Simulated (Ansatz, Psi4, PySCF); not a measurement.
H₄AlClN₂ (SMILES [NH2][Al]([NH2])[Cl]), singlet, at a GFN2-xTB geometry (such geometries of metal compounds can be far from the true shape), atoms displaced at random by about 0.08 Å a coordinate. Base run: HF/6-31G, gradient in PySCF.

The PySCF input:
```python
from pyscf import gto, scf

mol = gto.Mole()
mol.atom = '''
    Al    0.289347    0.194766    0.110413
    Cl   -1.293201   -1.141947   -0.357661
    N     0.347647    1.749968   -0.813353
    H    -0.168613    2.197102   -1.477429
    H     1.041594    2.586508   -0.621300
    N     1.512912   -0.113550    1.355429
    H     2.167335    0.365164    1.500222
    H     1.506586   -1.112040    1.726603
'''
mol.basis = '6-31g'
mol.charge = 0
mol.spin = 0
mol.verbose = 4
mol.build()

mf = scf.RHF(mol)
mf.kernel()
g = mf.nuc_grad_method()
grad = g.kernel()
```

Programs used: Ansatz (a first-principles code), Psi4, PySCF; a row that names a program was run with it.

The coordinate followed is y of atom 3.

Each row names what was changed in the base input (with any setting that the change needs).

```csv
change,dE/dx (Eh/bohr),net force (Eh/bohr)
base,-0.045342,0.000000
finite difference step (bohr) = 0.05; conv_tol = 1e-11,-0.045378,-
finite difference step (bohr) = 0.2; conv_tol = 1e-11,-0.045938,-
code = ansatz,-0.045354,0.000000
finite difference step (bohr) = 1e-3; conv_tol = 1e-11,-0.045342,-
conv_tol = 1e-11,-0.045342,0.000000
finite difference step (bohr) = 1e-5; conv_tol = 1e-11,-0.045342,-
finite difference step (bohr) = 0.01; conv_tol = 1e-11,-0.045344,-
finite difference step (bohr) = 1e-4; conv_tol = 1e-11,-0.045342,-
conv_tol = 1e-4,-0.045396,0.000000
code = psi4,-0.045369,0.000000
density fitting = on,-0.045375,0.000000
```

The net force is zero for an exact gradient.
